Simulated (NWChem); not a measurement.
# C$_{3}$H$_{7}$FSi; SMILES C=C[C@H](F)[SiH3]

```xyz
12

C      0.5449     2.1815     0.4100
C      0.6561     1.1482    -0.4256
C     -0.3374     0.0336    -0.5343
F     -1.4936     0.3211     0.2132
Si     0.3427    -1.6293     0.1451
H      1.3023     2.9581     0.4523
H     -0.3135     2.2841     1.0661
H      1.5180     1.0586    -1.0873
H     -0.6481    -0.0884    -1.5835
H      1.5924    -1.9927    -0.5789
H     -0.6680    -2.7006    -0.0571
H      0.6281    -1.4744     1.5927
```
Atoms are numbered in this order, from 1.

Level: B3LYP/6-31G* (spherical d) (NWChem), optimised geometry, unscaled harmonic frequencies. 

**Question.** List the harmonic frequencies with IR intensities, and the thermochemistry.

**Answer.** 
```tsv
frequency (cm⁻¹)	IR intensity (km/mol)
102	0.1
155	0.1
199	1.5
274	2.3
292	4.4
513	10.7
581	22.5
636	2.4
646	38.5
803	26.7
925	190.8
939	65.7
946	48.5
951	56.1
961	23.2
1006	34.9
1029	19.2
1126	23.5
1215	11.7
1328	1.0
1347	3.7
1462	1.9
1725	6.9
2243	102.7
2260	153.1
2278	115.4
3014	28.4
3159	9.7
3183	4.7
3265	7.7
```

| Item | Value |
|---|---|
| zero-point energy | 55.1 kcal/mol |
| thermal correction to the enthalpy at 298.15 K (with zero-point energy) | 59.9 kcal/mol |
| heat capacity Cv | 23.7 cal/(mol K) |
| entropy at 298.15 K and 1 atm (symmetry number 1) | 80.2 cal/(mol K) |
| dipole moment | 1.47 D |

Rigid rotor and harmonic oscillator.
